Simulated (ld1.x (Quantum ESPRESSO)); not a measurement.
Scattering properties, PAW potential for gallium

```
Element                 : Ga
Generator               : ld1.x (Quantum ESPRESSO) 7.5
Type                    : PAW
Functional              : PBE
Relativity              : scalar-relativistic
Frozen core             : [Ar]
Valence charge          : 13
Reference configuration : 3d10 4s1.5 4p1.5
Partial waves           : 4s (bound): rcut 1.55, rcutus 1.95 bohr; 4s channel at 0.5 Ry: rcut 1.55, rcutus 1.95 bohr; 4p (bound): rcut 1.80, rcutus 2.45 bohr; 4p channel at 1.7 Ry: rcut 1.80, rcutus 2.45 bohr; 3d (bound): rcut 0.65, rcutus 0.85 bohr; 3d channel at 2.45 Ry: rcut 0.65, rcutus 0.85 bohr
Local potential         : all-electron potential smoothed inside 0.95 bohr (lloc = -2)
Core correction         : a·sin(br)/r model core inside 0.85 bohr
Augmentation charge     : BG, radius 0.60 bohr
```

The phase is arctan(r·u′/u) with u = r·R(r), unwrapped; energies in Ry, scanned from -3 to 5 Ry. A pole is an energy at which the radial function vanishes at the test radius. The pseudo phase is shifted by a multiple of π to meet the all-electron one at the reference energy, and phase errors are pseudo minus all-electron; the curves can meet again beyond the range given. Levels narrower than the energy grid can be missing from the lists of poles.

| channel | radius (bohr) | reference energy (Ry) | poles, all-electron | poles, pseudo | unbroken range about the reference energy with phases within 0.05 rad | phase error 1 Ry above the reference energy (rad) |
| --- | --- | --- | --- | --- | --- | --- |
| s | 2.64 | -0.70 | 0.34 | 0.34 | the whole range | +0.000 |
| p | 2.64 | -0.22 | 1.42 | 1.42 | below 3.9 | -0.000 |
| d | 2.64 | -1.48 | -1.45, 3.35 | -1.45, 3.35 | the whole range | +0.000 |

Phases in the p channel:

| E (Ry) | all-electron | pseudo |
| --- | --- | --- |
| -3.00 | 1.326 | 1.326 |
| -2.76 | 1.313 | 1.312 |
| -2.52 | 1.297 | 1.297 |
| -2.28 | 1.278 | 1.278 |
| -2.04 | 1.255 | 1.254 |
| -1.80 | 1.225 | 1.225 |
| -1.56 | 1.186 | 1.186 |
| -1.32 | 1.133 | 1.132 |
| -1.08 | 1.054 | 1.054 |
| -0.84 | 0.929 | 0.929 |
| -0.60 | 0.704 | 0.704 |
| -0.36 | 0.263 | 0.263 |
| -0.12 | -0.417 | -0.417 |
| 0.12 | -0.936 | -0.936 |
| 0.36 | -1.205 | -1.205 |
| 0.60 | -1.352 | -1.352 |
| 0.84 | -1.443 | -1.443 |
| 1.08 | -1.507 | -1.507 |
| 1.32 | -1.554 | -1.554 |
| 1.56 | -1.593 | -1.593 |
| 1.80 | -1.627 | -1.627 |
| 2.04 | -1.659 | -1.659 |
| 2.28 | -1.689 | -1.690 |
| 2.52 | -1.721 | -1.722 |
| 2.76 | -1.756 | -1.757 |
| 3.00 | -1.796 | -1.798 |
| 3.24 | -1.845 | -1.850 |
| 3.48 | -1.909 | -1.921 |
| 3.72 | -2.000 | -2.025 |
| 3.96 | -2.139 | -2.200 |
| 4.20 | -2.377 | -2.537 |
| 4.44 | -2.800 | -3.165 |
| 4.68 | -3.397 | -3.817 |
| 4.92 | -3.875 | -4.177 |
